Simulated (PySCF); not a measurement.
PBr at PBE

Level: PBE. P def2-TZVPPD, Br def2-TZVPPD; no relativity (PySCF 2.14).

For PBr, the state is ³Σ⁻ (triplet), unpaired electrons π ↑↑, the bond length is 2.191 Å and the harmonic wavenumber is 426 cm⁻¹. The force constant is 2.37 mdyn/Å. The rotational constant Be is 0.1578 cm⁻¹, the anharmonicity ωexe is 1.46 cm⁻¹ and the vibration–rotation constant αe is 0.000783 cm⁻¹. The well depth De to P + Br is 3.27 eV, the dissociation energy D0 is 3.25 eV and the bond order (Mayer) is 1.34. The dipole moment (positive dipole means P(−)Br(+)) is -0.19 D.

Spin–orbit coupling is left out. The state was picked by a PBE0 search and need not be the measured ground state.
